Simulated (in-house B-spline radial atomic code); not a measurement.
RPA and G0W0 for Sb, [Kr] 4d10 5s2 5p3, highest spin, as one setting changes: the share of exact exchange in the PBE hybrid start. A dash marks a level of low quasi-particle weight. Computed with an all-electron radial atomic-structure program (B-spline basis): all electrons, scalar-relativistic (spin-free one-electron X2C), finite nucleus, each spin shell either full or empty, empty states to l = 9 with an (l + 1/2)⁻⁴ tail; G0W0 by contour deformation at full frequency.

Spin-orbit coupling, left out, splits p levels strongly here.

| share of exact exchange in the PBE hybrid start | mean-field level (eV) | G0W0 level (eV) | RPA correlation (Eh) |
| --- | --- | --- | --- |
| 0 | -5.468 | - | -3.9605 |
| 0.1 | ? | ? | ? |
| 0.2 | -6.311 | 5p up -9.118 | -3.8851 |
| 0.3 | -6.737 | 5p up -9.191 | -3.8494 |
| 0.4 | -7.166 | 5p up -9.247 | -3.8149 |
| 0.5 | -7.597 | 5p up -9.290 | -3.7816 |
| 0.6 | -8.030 | 5p up -9.324 | -3.7493 |
| 0.7 | -8.466 | 5p up -9.351 | -3.718 |
| 0.8 | ? | ? | ? |
| 0.9 | -9.342 | 5p up -9.391 | -3.6581 |
| 1 | -9.783 | 5p up -9.405 | -3.6293 |

Q: What belongs in the row for 0.8?

A: mean-field level (eV): -8.903; G0W0 level (eV): 5p up -9.373; RPA correlation (Eh): -3.6876.

Q: What belongs in the row for 0.1?

A: mean-field level (eV): -5.888; G0W0 level (eV): 5p up -9.019; RPA correlation (Eh): -3.9221.

Q: At what share of exact exchange does G0W0 leave the highest level unchanged?

A: Near 0.91, where the shift changes sign (-0.049 eV at 0.9, +0.378 eV at 1).
